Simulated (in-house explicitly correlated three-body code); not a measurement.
Computed with an exponentially correlated three-body code. Model: two electrons around a point charge, non-relativistic, variational in 260 exponentially correlated functions (energies converged to about 1e-7 hartree, or 1e-8 relative for large Z).

Command:
```bash
python run_hyl.py task.json out
```
Settings (lengths in bohr, energies in hartree):
```
Z                      4
screening              0.3
interaction_strength   1
functions              260
states_tried           13
```

Time taken, with all properties: 71 s on 1 thread of Arm Neoverse V2 (shared host).

**Those bound S and P states to n = 4 that converged, binding against the one-electron ion.**

Given: nuclear charge 4; Yukawa screening of all interactions 0.3 1/bohr.

Computed: one-electron threshold -6.86443043 hartree.

| term | energy (hartree) | binding (eV) |
| --- | --- | --- |
| 1 1S | -11.6712478 | 130.8 |
| 2 3S | -7.4601114 | 16.209 |
| 2 1S | -7.36336811 | 13.577 |
| 2 3P | -7.32212879 | 12.455 |
| 2 1P | -7.27071696 | 11.056 |
| 3 3S | ? | ? |
| 3 1S | ? | ? |
| 3 3P | -6.88316166 | 0.5097 |
| 3 1P | -6.87734892 | 0.35153 |

Question: What belongs in the row 3 3S?

Answer: energy (hartree): -6.9127351; binding (eV): 1.3144.

Question: What belongs in the row 3 1S?

Answer: energy (hartree): -6.89984272; binding (eV): 0.96362.

**Converged states only, values per electron or pair (inverse distances are <exp(-kr)/r>).**

| term | mean r (bohr) | mean r squared (bohr²) | mean inverse r (1/bohr) | mean r12 (bohr) | mean inverse r12 (1/bohr) | mean cosine | mean p1 dot p2 (bohr⁻²) | delta r1 (bohr⁻³) | delta r12 (bohr⁻³) |
| --- | --- | --- | --- | --- | --- | --- | --- | --- | --- |
| 1 1S | 0.41666 | 0.2351 | 3.3902 | 0.6224 | 1.9058 | -0.032659 | 0.41296 | 17.061 | 1.5033 |
| 2 3S | 1.1228 | 2.1461 | 2.1143 | 1.9234 | 0.38979 | -0.0088562 | 0.02204 | 10.781 | - |
| 2 1S | 1.217 | 2.5826 | 2.0916 | 2.0978 | 0.42885 | -0.010976 | 0.028065 | 10.679 | 0.17927 |
| 2 3P | ? | ? | ? | ? | ? | ? | ? | ? | - |
| 2 1P | ? | ? | ? | ? | ? | ? | ? | ? | ? |
| 3 3S | 3.0821 | 19.564 | 1.8962 | 5.8033 | 0.072688 | -0.0013831 | 0.0031409 | 10.203 | - |
| 3 1S | 3.4033 | 24.225 | 1.8896 | 6.4431 | 0.071588 | -0.0016045 | 0.0038557 | 10.185 | 0.024785 |
| 3 3P | 3.5165 | 26.835 | 1.8845 | 6.6718 | 0.065359 | -0.0057602 | -0.062776 | 10.095 | - |
| 3 1P | 3.8645 | 33.041 | 1.8796 | 7.3633 | 0.058972 | 0.0018682 | 0.052555 | 10.109 | 0.0038271 |

Question: What belongs in the row 2 3P?

Answer: mean r (bohr): 1.057; mean r squared (bohr²): 1.9419; mean inverse r (1/bohr): 2.0911; mean r12 (bohr): 1.8067; mean inverse r12 (1/bohr): 0.45713; mean cosine: -0.052798; mean p1 dot p2 (bohr⁻²): -0.59297; delta r1 (bohr⁻³): 9.9962.

Question: What belongs in the row 2 1P?

Answer: mean r (bohr): 1.126; mean r squared (bohr²): 2.2354; mean inverse r (1/bohr): 2.0749; mean r12 (bohr): 1.9095; mean inverse r12 (1/bohr): 0.45275; mean cosine: 0.018573; mean p1 dot p2 (bohr⁻²): 0.5026; delta r1 (bohr⁻³): 10.13; delta r12 (bohr⁻³): 0.032409.

**Electric-dipole lines between converged S and P states, rate of the upper state's decay.**

```json
{"s state": "1 1S", "p state": "2 1P", "p minus s (eV)": "119.74", "oscillator strength from s": "0.46661", "rate (1/s)": "9.6773e+10"}
{"s state": "1 1S", "p state": "3 1P", "p minus s (eV)": "?", "oscillator strength from s": "?", "rate (1/s)": "?"}
{"s state": "2 1S", "p state": "2 1P", "p minus s (eV)": "2.5212", "oscillator strength from s": "0.22634", "rate (1/s)": "2.0809e+07"}
{"s state": "2 1S", "p state": "3 1P", "p minus s (eV)": "13.225", "oscillator strength from s": "0.10357", "rate (1/s)": "2.6203e+08"}
{"s state": "3 1S", "p state": "2 1P", "p minus s (eV)": "-10.092", "oscillator strength from s": "-0.059959", "rate (1/s)": "2.6498e+08"}
{"s state": "3 1S", "p state": "3 1P", "p minus s (eV)": "0.61209", "oscillator strength from s": "0.673", "rate (1/s)": "3.647e+06"}
{"s state": "2 3S", "p state": "2 3P", "p minus s (eV)": "?", "oscillator strength from s": "?", "rate (1/s)": "?"}
{"s state": "2 3S", "p state": "3 3P", "p minus s (eV)": "15.7", "oscillator strength from s": "0.089618", "rate (1/s)": "3.1949e+08"}
{"s state": "3 3S", "p state": "2 3P", "p minus s (eV)": "-11.14", "oscillator strength from s": "-0.073743", "rate (1/s)": "3.9711e+08"}
{"s state": "3 3S", "p state": "3 3P", "p minus s (eV)": "0.80473", "oscillator strength from s": "0.71943", "rate (1/s)": "6.7388e+06"}
```

Question: What belongs in the row 1 1S 3 1P?

Answer: p minus s (eV): 130.45; oscillator strength from s: 0.042761; rate (1/s): 1.0525e+10.

Question: What belongs in the row 2 3S 2 3P?

Answer: p minus s (eV): 3.7547; oscillator strength from s: 0.28588; rate (1/s): 5.8293e+07.

**Static dipole response.**

```json
{"state": "1 1S", "polarisability (bohr³)": "0.053866"}
{"state": "2 3S", "polarisability (bohr³)": "15.819"}
```
